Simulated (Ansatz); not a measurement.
Problem. Name a neutral molecule of C, Ge, N, O, S and H with zero-point energy (PBE0-D4/def2-TZVP) between 155 and 171 kJ/mol and HOMO energy (PBE/def2-TZVPP) between -6.40 and -6.10 eV (Ansatz, PBE0-D4/def2-TZVP geometry).

Solution. `O=C(S)[NH][GeH3]` (155.9 kJ/mol, -6.35 eV). Other molecules can fit too; these were computed, each in one conformer that needn't be the lowest.
